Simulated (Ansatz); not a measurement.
Basis sets compared for NiI2(H2O)2 (NiI2O2H4). The state is a triplet with charge 0. Geometry PBE-D4/def2-SVP. Ansatz on 4 threads of Intel Xeon Platinum 8488C on a shared host; times are rough, and most runs start from earlier orbitals.

```xyz
9

Ni    0.1086   -0.1294   -0.0317
I    -1.3697    0.3938   -2.0343
I     0.3535    0.8144    2.3180
O     1.7187    0.8890   -0.7660
H     1.9405    1.5451   -0.0680
H     1.3665    1.4063   -1.5244
O    -1.0127   -1.7269    0.5677
H    -1.8414   -1.6674    0.0420
H    -1.2640   -1.5249    1.4966
```

In the def2 sets I takes a core potential; there is no spin–orbit coupling.

Binding counts from free atoms (Ni triplet, I doublet, O triplet, H doublet) in the same basis, without a counterpoise term.

| level | functions | energy (Eh) | HOMO (eV) | LUMO (eV) | binding per atom (eV) | wall time |
| --- | --- | --- | --- | --- | --- | --- |
| PBE-D4/def2-SVP | 131 | -2255.9733 | -5.45 | -4.61 | 3.17 | 3.4 s |
| PBE-D4/def2-TZVP (with forces) | 231 | -2256.4068 | -5.71 | -5.00 | 3.08 | 8.5 s |
| r2SCAN-D4/def2-TZVP | 231 | -2256.9782 | -6.25 | -4.76 | 3.07 | 29 s |
| PBE0-D4/def2-SVP | 131 | -2256.0374 | -6.98 | -3.23 | 3.05 | 11 s |
| PBE0-D4/def2-TZVP (with forces) | 231 | -2256.4531 | -7.15 | -3.64 | 2.98 | 41 s |

Task: Estimate the rows for PBE-D4/def2-TZVPD, r2SCAN-D4/def2-TZVPD, PBE0-D4/def2-TZVPD.

Result: 
```csv
level,functions,energy (Eh),HOMO (eV),LUMO (eV),binding per atom (eV),wall time
PBE-D4/def2-TZVPD,282,-2256.4108,-5.75,-5.05,3.09,9.5 s
r2SCAN-D4/def2-TZVPD,282,-2256.9814,-6.27,-4.78,3.08,36 s
PBE0-D4/def2-TZVPD,282,-2256.4564,-7.17,-3.66,2.99,50 s
```
